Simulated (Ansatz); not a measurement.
Molecule: sum formula GaO2H2 (charge -1, singlet). 
Structure (B3LYP-D3(BJ)/def2-TZVP (Ansatz, a program for electronic structure) minimum search):
```
Ga
O 1 1.9406
H 2 0.9653 1 110.78
O 1 1.9406 2 98.09 3 0.00
H 4 0.9653 1 110.78 2 0.00
```
Charge -1, spin multiplicity 1.

Basis-set convergence of Hartree-Fock and CCSD correlation energies (hartree) with Ansatz. Valence correlation only, unless marked. No spin-orbit coupling. The frozen core is the preceding noble-gas configuration, with the filled d and f shells of earlier blocks. Non-relativistic.

```json
[
 {"basis": "aug-cc-pVDZ", "functions": "100", "E(HF)": "-2074.20088", "E(corr, CCSD)": "-0.51029"},
 {"basis": "aug-cc-pVTZ", "functions": "197", "E(HF)": "___", "E(corr, CCSD)": "___"}
]
```

### Question
What belongs in the gaps?

### Answer

- aug-cc-pVTZ, E(HF): -2074.30676
- aug-cc-pVTZ, E(corr, CCSD): -0.60526
